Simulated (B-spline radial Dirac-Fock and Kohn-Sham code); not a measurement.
Nd³⁺: eigenvalues, ΔSCF and the reference

System: Nd³⁺, [Xe] 4f3.

The density-functional columns are spherical, spin-unpolarised Dirac-Kohn-Sham results without Breit or QED terms: −ε is minus the orbital energy of the initial state and ΔSCF the difference of two total energies. The reference in the last column comes from Dirac-Fock (average of configuration) total-energy differences with a finite nucleus, the Breit interaction including its frequency dependence, and self-energy and vacuum-polarisation corrections. All numbers are from a B-spline atomic structure program, in eV; a selection of levels is shown. For the 1s level of heavy atoms much of the gap between ΔSCF and the reference is the Breit and QED part, -174.4 eV here; for other levels the error of the functional can be larger.

```tsv
level	PBE −ε	PBE ΔSCF	LDA −ε	LDA ΔSCF	Dirac-Fock
K	43387.5	43811.8	43344.4	43767.5	43605.5
L1	7040.5	7118.1	7034.8	7112.7	7171.1
L2	6662.5	6760.2	6660.2	6758.0	6761.3
L3	6142.5	6231.7	6140.8	6230.1	6247.6
M1	1552.3	1577.8	1550.6	1576.3	1619.1
M2	1390.8	1417.7	1390.2	1417.2	1444.7
M3	1287.0	1312.5	1286.6	1312.2	1340.3
M4	1005.8	1035.1	1006.0	1035.3	1040.1
M5	983.4	1012.1	983.6	1012.4	1018.2
N1	333.4	345.5	332.7	344.9	364.9
N2	272.4	284.3	272.1	284.0	297.2
N3	249.7	261.3	249.3	261.0	274.6
N4	149.4	160.5	149.4	160.5	161.6
N5	145.3	156.4	145.4	156.4	157.7
N6,7	30.76	40.04	31.10	40.40	36.95
O1	67.36	74.43	67.61	74.69	76.87
O2	50.39	56.95	50.63	57.21	55.62
O3	47.00	53.34	47.18	53.53	52.17
```

Task: Order the estimates of the K (1s) level by their distance from the Dirac-Fock value, nearest first.
A. LDA −ε
B. PBE −ε
C. LDA ΔSCF
D. PBE ΔSCF

Result: C (161.9 eV), D (206.3 eV), B (218.0 eV), A (261.1 eV).

Values without a named source are computed, but for edge energies of neutral atoms, which are taken from tables.
